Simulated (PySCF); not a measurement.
Isomers of C2H6BN. Isolated molecules, 0 K electronic values unless said otherwise. One relaxed conformer stands for each flexible species; it need not be the lowest. Strings in code marks are SMILES.

The four lowest singlet excitations (Tamm–Dancoff). The numbers are results of PySCF with PBE-D3(BJ)/def2-TZVP // B3LYP-D3(BJ)/def2-TZVP, not measurements. Excitations are Tamm–Dancoff values on a coarser integration grid. The basis has no diffuse functions, so Rydberg states are missing or too high.

```tsv
state	energy (eV)	wavelength (nm)	oscillator strength
S1	6.43	193	0.000
S2	6.93	179	0.002
S3	7.12	174	0.019
S4	7.30	170	0.139
```

Task: Say which member gives these states.
A. `[H]/B=C(\C)N`
B. `C=NBC`
C. `C=BCN`
D. `B1CCN1`

Result: D, `B1CCN1`
